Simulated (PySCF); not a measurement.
Species: C4H5NO2.
Z-matrix (Å and degrees, GFN2-xTB geometry), rows numbered from 1:
```
C 
N   1  1.2475
C   2  1.3407  1  134.03
C   3  1.3498  2  126.34  1   -74.35
C   4  1.4529  3  123.81  2    10.25
O   5  1.2115  4  127.42  3     3.59
O   5  1.3515  4  111.35  3  -177.26
H   1  1.0893  2  124.35  3    -5.87
H   1  1.0811  2  118.20  3   175.25
H   3  1.0850  2  113.27  1   116.95
H   4  1.0770  3  120.40  2  -168.13
H   7  0.9690  5  109.44  4  -179.43
```

Lines to be assigned: C 1s: 290.24 (area 1), 291.93 (area 1), 292.19 (area 1), 294.12 (area 1) eV; N 1s: 405.48 eV; O 1s: 537.03 (area 1), 539.37 (area 1) eV.

Method used: PySCF 2.14.0, delta-SCF UKS SCAN, pcX-2 on the ionised atom, pcseg-1 elsewhere, spin-free X2C. One conformer (not necessarily the lowest) at the GFN2-xTB geometry, without solvent, vibrations or thermal averaging.

(1) Assign the C 1s lines to atoms.

(2) Order the oxygen atoms by O 1s binding energy.

Answers

(1) 290.24 eV: C4 (alkene CH carbon); 291.93 eV: C3 (vinylic carbon bearing nitrogen); 292.19 eV: C1 (imine carbon); 294.12 eV: C5 (carboxylic acid carbon). Lowest listed C 1s: C4, bonded to C (double bond), C and H. Highest, 3.88 eV above it: C5, bonded to O (double bond), O and C. Summing the Pauling electronegativity differences to the bonded atoms, each weighted by its formal bond order, gives -0.35 for the lowest site and +2.67 for the highest; no listed site has a larger sum than the highest.

(2) 537.03 eV: O6 (acid carbonyl oxygen); 539.37 eV: O7 (acid hydroxyl oxygen). Lowest listed O 1s: O6, bonded to C (double bond). Highest, 2.34 eV above it: O7, bonded to C and H. Summing the Pauling electronegativity differences to the bonded atoms, each weighted by its formal bond order, gives -1.78 for the lowest site and -2.13 for the highest; the largest sum, -1.78, belongs to O6, 2.34 eV below the top. The smallest sum, -2.13, belongs to O7, 2.34 eV above the lowest.

Bonded neighbours of each site: C1: N (double bond) and 2 H; N2: C (double bond) and C; C3: N, C (double bond) and H; C4: C (double bond), C and H; C5: O (double bond), O and C; O6: C (double bond); O7: C and H.

Which effective nuclear charge Zeff reproduces each element's mean 1s value in the hydrogen-like formula E = 13.606 eV × Zeff²?

C (Z = 6): mean 292.1 eV, Zeff = 4.63, Z − Zeff = 1.37; N (Z = 7): mean 405.5 eV, Zeff = 5.46, Z − Zeff = 1.54; O (Z = 8): mean 538.2 eV, Zeff = 6.29, Z − Zeff = 1.71. Means run over the listed sites, weighted by atom count.

Spin contamination (⟨S²⟩ against 0.75 for a pure doublet) is marked for C 1s of C1 (0.95) and C 1s of C3 (0.88), which makes these values less certain.
